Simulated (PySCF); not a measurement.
Input file for PySCF: D3(BJ) and D4 dispersion corrections on H3InO (SMILES [OH][InH2]), a point of a torsion scan.

```python
from pyscf import gto
from pyscf.dispersion import dftd3, dftd4

mol = gto.M(
    atom='''
    O     1.28789459   -0.35549537   -0.27876966
    In   -0.55553417    0.20482594   -0.33216914
    H     1.96383986    0.05088601    0.26026400
    H    -1.29507748   -0.07828725   -1.82162424
    H    -1.31406259    0.87665537    1.03832764
    ''',
    basis='def2-svp',
    charge=0, spin=0, verbose=0, max_memory=1800)
d3, d4 = {}, {}
for xc in ['hf', 'pbe', 'blyp', 'revpbe', 'tpss', 'r2scan', 'b3lyp', 'pbe0', 'bhlyp', 'camb3lyp', 'b2plyp']:
    d3[xc] = float(dftd3.DFTD3Dispersion(mol, xc=xc, version='d3bj', atm=False).get_dispersion()['energy'])
    print(f'D3(BJ) {xc:10s} {d3[xc]:14.8f} Eh')
for xc in ['hf', 'pbe', 'blyp', 'revpbe', 'tpss', 'r2scan', 'b3lyp', 'pbe0', 'bhlyp', 'camb3lyp', 'b2plyp']:
    d4[xc] = float(dftd4.DFTD4Dispersion(mol, xc={'camb3lyp': 'cam-b3lyp'}.get(xc, xc), atm=True).get_dispersion()['energy'])
    print(f'D4     {xc:10s} {d4[xc]:14.8f} Eh')
```

Program output:

```
D3(BJ) hf            -0.01888750 Eh
D3(BJ) pbe           -0.00188934 Eh
D3(BJ) blyp          -0.00435195 Eh
D3(BJ) revpbe        -0.00455235 Eh
D3(BJ) tpss          -0.00244604 Eh
D3(BJ) r2scan        -0.00049630 Eh
D3(BJ) b3lyp         -0.00363153 Eh
D3(BJ) pbe0          -0.00169897 Eh
D3(BJ) bhlyp         -0.00315861 Eh
D3(BJ) camb3lyp      -0.00165614 Eh
D3(BJ) b2plyp        -0.00183696 Eh
D4     hf            -0.00725715 Eh
D4     pbe           -0.00206520 Eh
D4     blyp          -0.00452327 Eh
D4     revpbe        -0.00574785 Eh
D4     tpss          -0.00276497 Eh
D4     r2scan        -0.00045451 Eh
D4     b3lyp         -0.00338074 Eh
D4     pbe0          -0.00172728 Eh
D4     bhlyp         -0.00282266 Eh
D4     camb3lyp      -0.00176509 Eh
D4     b2plyp        -0.00141141 Eh
```

The run finished.

Cost: around 0.020 core-seconds (rough).
